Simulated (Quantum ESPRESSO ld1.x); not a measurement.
Results of a calculation; reference values are marked as such.
Species: the dysprosium ion Dy3+. Configuration: [Xe] 4f9 (the NIST ground configuration). Level of theory: Dirac Kohn-Sham, BLYP, spin-unpolarised, spherical densities, point nucleus; open shells are shared between the two j in proportion to 2j + 1 (ld1.x of Quantum ESPRESSO 7.5).

Unscreened Slater integrals over Kohn-Sham orbitals (eV). Large and small components are both included.

| integral | value |
|---|---|
| F0(4f7/2,4f7/2) | 31.264 |
| F2(4f7/2,4f7/2) | 14.660 |
| F4(4f7/2,4f7/2) | 9.1581 |
| F6(4f7/2,4f7/2) | 6.5772 |
| F0(4f7/2,4f5/2) | 31.482 |
| F2(4f7/2,4f5/2) | 14.772 |
| F4(4f7/2,4f5/2) | 9.2300 |
| G2(4f7/2,4f5/2) | 14.736 |
| G4(4f7/2,4f5/2) | 9.2086 |
| G6(4f7/2,4f5/2) | 6.6144 |
| F0(4f7/2,5p3/2) | 19.499 |
| F2(4f7/2,5p3/2) | 6.6355 |
| G2(4f7/2,5p3/2) | 3.4364 |
| G4(4f7/2,5p3/2) | 2.6530 |
| F0(4f7/2,5p1/2) | 20.515 |
| G4(4f7/2,5p1/2) | 3.0627 |
| F0(4f5/2,4f5/2) | 31.705 |
| F2(4f5/2,4f5/2) | 14.888 |
| F4(4f5/2,4f5/2) | 9.3047 |
| F0(4f5/2,5p3/2) | 19.552 |
| F2(4f5/2,5p3/2) | 6.5834 |
| G2(4f5/2,5p3/2) | 3.3537 |
| G4(4f5/2,5p3/2) | 2.5990 |
| F0(4f5/2,5p1/2) | 20.577 |
| G2(4f5/2,5p1/2) | 3.9306 |
| F0(5p3/2,5p3/2) | 16.223 |
| F2(5p3/2,5p3/2) | 8.7516 |
| F0(5p3/2,5p1/2) | 16.714 |
| G2(5p3/2,5p1/2) | 8.9103 |
| F0(5p1/2,5p1/2) | 17.268 |
